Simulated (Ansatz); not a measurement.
`C[NH][SnH]([F])[Cl]` + CH₃SH → `C[S][SnH]([F])[Cl]` + CH₃NH₂ at 298.15 K and 1 bar (ligand exchange at the Sn–N bond).

Computed with Ansatz on PBE0-D4/def2-TZVP structures; ΔE is electronic, products minus reactants. CBS: MP2 limit from def2 TZ/QZ plus the TZ coupled-cluster correction, frozen cores. This one scheme is used for every species. def2 core potentials past Kr. For Sn outer-core shells are correlated without core-valence functions, which leaves a few kJ/mol of doubt a bond. One conformer a species, not always the lowest.

```
              species  CCSD(T)/CBS energy (Eh)  H − E (kJ/mol)  S (J/(mol·K))
`C[NH][SnH]([F])[Cl]`               -869.43527           191.8          385.1
                CH₃SH               -438.22835           133.0          253.2
 `C[S][SnH]([F])[Cl]`              -1211.93328           153.7          396.3
               CH₃NH₂                -95.75281           180.0          240.4
```

H − E and S are ideal-gas, rigid-rotor, harmonic terms from PBE0-D4/def2-TZVP, for one conformer and one mirror image of each species. 1 Eh = 2625.50 kJ/mol, R = 8.31446 J/(mol·K).

**Question.** By hand: ΔE, ΔH, ΔS and ΔG.

**Answer.** ΔE = (-1211.93328) + (-95.75281) − (-869.43527) − (-438.22835) = -0.02247 Eh = -59.0 kJ/mol. Δ(H − E) = 153.7 + 180.0 − 191.8 − 133.0 = 8.9, so ΔH = -50.1 kJ/mol. ΔS = 396.3 + 240.4 − 385.1 − 253.2 = -1.6 J/(mol·K). ΔG = -50.1 − 298.15 × (-1.6)/1000 = -49.6 kJ/mol.

**Question.** By hand: the equilibrium constant, and the temperature at which ΔG would vanish if ΔH and ΔS stayed fixed.

**Answer.** log₁₀ K = −ΔG/(RT ln 10) = 8.7. ΔG = 0 at ΔH/ΔS = 31312 K, far beyond where these terms or the molecules hold.

The number of gas molecules stays the same, so ΔS is small and ΔH decides. A doubt of 5 kJ/mol in ΔE shifts log₁₀ K by 0.9 here. Other conformers and mirror images would add mixing entropy, several J/(mol·K) or more a flexible species. Modes under 60 cm⁻¹, often nearly free rotors, make the harmonic entropy too high. These are equilibria of isolated gas molecules and say nothing of rates. Largest T1 diagnostic: 0.013 (customary marks: 0.02 for closed shells, 0.045 for open ones).
